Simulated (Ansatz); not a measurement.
Basis-set series for C₆H₁₁AuN₂O (`C[O][Au-][c+]1n(C)ccn1C`). Total charge 0; spin multiplicity 1. Au takes the def2 core potential. The structure was optimised at the PBE0-D4/def2-TZVP level. It is one conformer, not always the lowest.

```tsv
functional	basis	functions	energy (Eh)	HOMO (eV)	LUMO (eV)
PBE0-D4	def2-TZVPP	489	-555.41976	-5.34	-0.29
PBE0-D4	def2-QZVPP	931	-555.44417	-5.39	-0.39
ωB97M-V	def2-TZVPP	489	-555.63427	-7.61	1.40
ωB97M-V	def2-QZVPP	931	-555.65787	-7.67	0.90
```

(1) Give the rows for def2-SVP. (Best estimate.)

Answers

(1) Ansatz gave: 
```csv
functional,basis,functions,energy (Eh),HOMO (eV),LUMO (eV)
PBE0-D4,def2-SVP,213,-554.94624,-5.14,-0.14
ωB97M-V,def2-SVP,213,-555.14197,-7.39,1.69
```

Positive LUMOs are unbound and depend on the basis.
